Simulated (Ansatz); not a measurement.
`C[CH](C)[Sn][OH]` + H–F → `[OH][Sn][F]` + propane at 298.15 K and 1 bar (ligand exchange at the Sn–C bond).

Program: Ansatz. Geometries: PBE0-D4/def2-TZVP. ΔE: electronic, gas phase. CBS: MP2 limit from def2 TZ/QZ plus the TZ coupled-cluster correction, frozen cores. This one scheme is used for every species. def2 core potentials past Kr. For Sn outer-core shells are correlated without core-valence functions, which leaves a few kJ/mol of doubt a bond. Each species was taken in one conformer, which may not be the lowest.

```
           species  CCSD(T)/CBS energy (Eh)  H − E (kJ/mol)  S (J/(mol·K))
`C[CH](C)[Sn][OH]`               -408.19675           299.6          378.7
               H–F               -100.39570            33.5          173.6
     `[OH][Sn][F]`               -389.66871            51.5          292.7
             `CCC`               -118.98051           285.9          268.4
```

H − E and S are ideal-gas, rigid-rotor, harmonic terms from PBE0-D4/def2-TZVP, for one conformer and one mirror image of each species. 1 Eh = 2625.50 kJ/mol, R = 8.31446 J/(mol·K).

Problem. By hand: ΔE, ΔH, ΔS and ΔG.

Solution. ΔE = (-389.66871) + (-118.98051) − (-408.19675) − (-100.39570) = -0.05677 Eh = -149.0 kJ/mol. Δ(H − E) = 51.5 + 285.9 − 299.6 − 33.5 = 4.3, so ΔH = -144.7 kJ/mol. ΔS = 292.7 + 268.4 − 378.7 − 173.6 = 8.8 J/(mol·K). ΔG = -144.7 − 298.15 × (8.8)/1000 = -147.3 kJ/mol.

Problem. By hand: the equilibrium constant, and the temperature at which ΔG would vanish if ΔH and ΔS stayed fixed.

Solution. log₁₀ K = −ΔG/(RT ln 10) = 25.8. ΔH and −TΔS have one sign here, so there is no such temperature.

The number of gas molecules stays the same, so ΔS is small and ΔH decides. A doubt of 5 kJ/mol in ΔE shifts log₁₀ K by 0.9 here. Other conformers and mirror images would add mixing entropy, several J/(mol·K) or more a flexible species. Modes under 60 cm⁻¹, often nearly free rotors, make the harmonic entropy too high. These are equilibria of isolated gas molecules and say nothing of rates. Largest T1 diagnostic: 0.018 (customary marks: 0.02 for closed shells, 0.045 for open ones).

ΔS is within the doubt of such terms, so its sign, and with it that verdict, could turn.
